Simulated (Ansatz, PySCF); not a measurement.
SiCl₂FI, SMILES F[Si](Cl)(Cl)I. Atoms are numbered in the order given.

```xyz
5

F     -1.1268    -1.8720     0.0000
Si    -0.8546    -0.2887     0.0000
Cl    -1.7238     0.4915     1.6645
Cl    -1.7238     0.4915    -1.6645
I      1.5229     0.0789     0.0000
```
Charge 0, spin multiplicity 1.

Geometry optimised at PBE0-D3(BJ)/def2-SVP. This is a generated structure with no PubChem entry under its InChIKey; it may be hypothetical. The def2 effective core potentials stand for the cores of I; spin–orbit coupling is left out.

Vertical ionisation energy (IE) and electron affinity (EA) in eV. Rows of orbital energies are one-electron estimates. Where ΔSCF, EOM or ADC give a negative EA the extra electron is unbound and the value depends on the basis.

| level | IE | EA |
|---|---|---|
| −ε(HOMO), −ε(LUMO), r2SCAN/def2-TZVP (PySCF) | 7.50 | 1.97 |
| −ε(HOMO), −ε(LUMO), PBE/def2-TZVP (PySCF) | 7.17 | 2.26 |
| ΔSCF, CAM-B3LYP/def2-SVPD (Ansatz), final states of multiplicity 2 and 2 | 10.67 | -0.03 |
| ΔSCF, PBE/def2-SVPD (Ansatz), final states of multiplicity 2 and 2 | 10.20 | 0.20 |

Question: What vertical singlet–triplet gap does ΔSCF give with CAM-B3LYP/def2-SVPD (Ansatz, a first-principles code) and with PBE/def2-SVPD (Ansatz)? (An estimate is asked for; the answer gives what the named calculation found.)

Answer: 5.24 and 4.88 eV (triplet above singlet where positive).
